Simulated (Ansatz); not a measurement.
# One reagent, a row of partners

Four-centre ligand exchange: AsH₃ meets different compounds of Sn. Each row is one chosen step, not always the lowest open to these reactants.

Gas-phase electronic energies, without zero-point energy, by CCSD(T) at an estimated basis limit (MP2 extrapolated from triple and quadruple zeta, plus CCSD(T) − MP2 in triple zeta); Ansatz 0.2.0, def2-TZVPP and QZVPP, frozen cores, core potentials past krypton, on PBE0-D4/def2-TZVP structures. Extrapolation: Hartree–Fock as exp(−7.88 √X), correlation as X^−2.97. All energies, in kJ/mol, count from the separated reactants, without counterpoise correction; the start and end structures are the complexes reached by relaxing down from the saddle, and deeper ones may exist. Brackets give SMILES, or, where every atom is bracketed, only which atoms are joined. Steps whose reference was doubtful or whose search ended elsewhere are left out.

| reactants | products | broken | formed | start structure | saddle | end structure | saddle by PBE-D4/TZ |
| --- | --- | --- | --- | --- | --- | --- | --- |
| SnNH₅ ([NH2][SnH3]) + AsH₃ | SnAsH₅ ([AsH2][SnH3]) + NH₃ | As–H, N–Sn | As–Sn, H–N | -8.2 | 78.9 | -87.2 | 50.1 |
| SnH₄O ([OH][SnH3]) + AsH₃ | SnAsH₅ ([AsH2][SnH3]) + H₂O | As–H, O–Sn | As–Sn, H–O | -13.4 | 102.8 | -58.1 | 72.6 |
| SnH₄S ([SH][SnH3]) + AsH₃ | SnAsH₅ ([AsH2][SnH3]) + H₂S | As–H, S–Sn | As–Sn, H–S | -10.6 | ? | -9.8 | 129.3 |

(1) What is the height of the saddle for SnH₄S ([SH][SnH3]) + AsH₃? (Judge from chemistry; the value comes from the calculation.)

(2) How do the PBE-D4 saddles lie against the coupled-cluster estimate?

The T1 diagnostic stays at or below 0.015. The filled d shells of As, Sn are correlated in sets not built for that, so values that involve them are less sure.

For scale, one of the runs: CCSD(T)/def2-TZVPP, 241 basis functions, launched by `ansatz run in.yaml --threads 8 --pin off --events-out ev --progress --plain --max-ram 19148MiB`. Hardware: 8 CPU threads of an Intel Xeon, shared host. Wall time 2.8 min; peak host memory 5.2 GiB.

Answers

(1) By the calculation: 167.2 kJ/mol relative to the separated reactants, the highest of the series; above its start structure the barrier is 167.2 − (-10.6) ≈ 177.8 kJ/mol.

(2) All lower, by 28.7 to 37.9 kJ/mol.
